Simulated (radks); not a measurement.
Q: The mean radii <r> (bohr) of the occupied orbitals of an atom or ion are listed with their occupations. Method: scalar-relativistic Kohn-Sham, LDA (Slater exchange, Perdew-Wang correlation), spin-polarised, spherical densities, finite nucleus; Fermi nuclear charge, rms radius of each element as measured or else 0.836 A^(1/3) + 0.57 fm; computed with a radial shooting solver on a logarithmic mesh with Libxc functionals.

orbital  occ.      <r>
1s up       1  0.07702
1s down     1  0.07701
2s up       1   0.3653
2s down     1   0.3652
2p up       3   0.3280
2p down     3   0.3279
3s up       1    1.123
3s down     1    1.127
3p up       3    1.203
3p down     2    1.209

Name the element and its charge. Open shells, if any, are filled with parallel spins first.

A: Z = 20, calcium, charge +3: Ca3+ in [Ne] 3s2 3p5. The 1s radius gives Z: for a bare nucleus <r> = (2 gamma + 1)/(2Z) with gamma = sqrt(1 - (Z/c)^2), 0.07446 bohr for Z = 20, and screening makes it slightly larger (0.07702 here). The occupations add up to 17, and the charge is Z minus that.
